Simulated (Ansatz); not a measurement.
Mulliken charges of C₃H₄BF (`C=C1BC1F`) from r2SCAN/def2-TZVPP in Ansatz (PBE0-D4/def2-TZVP geometry).

| atom | x (Å) | y (Å) | z (Å) | charge (e) |
| --- | --- | --- | --- | --- |
| C1 | 0.391 | 0.930 | 1.178 | -0.126 |
| C2 | 0.309 | -0.050 | 0.284 | -0.069 |
| B3 | -0.532 | -1.234 | -0.085 | -0.045 |
| C4 | 0.069 | -0.282 | -1.150 | 0.158 |
| F5 | -0.614 | 0.599 | -1.955 | -0.240 |
| H6 | 0.377 | 0.718 | 2.243 | 0.106 |
| H7 | 0.463 | 1.975 | 0.884 | 0.102 |
| H8 | -1.332 | -2.040 | 0.247 | 0.039 |
| H9 | 0.957 | -0.664 | -1.662 | 0.075 |

Question: By hand: the dipole of these point charges (1 e Å = 4.8032 D).

Answer: Σ q r = (0.219, -0.098, 0.336) e Å, of length 0.413 e Å = 1.98 D.

Question: How does the dipole of the full density compare? (Estimate.)

Answer: Ansatz gave: (0.188, -0.038, 0.330) e Å, 1.83 D; the point charges give 1.08 times that, at 9° from its direction.

Point charges leave out the atoms' own dipoles, such as those of lone pairs, and Mulliken's split depends on the basis, so the close match here is no proof of good charges.
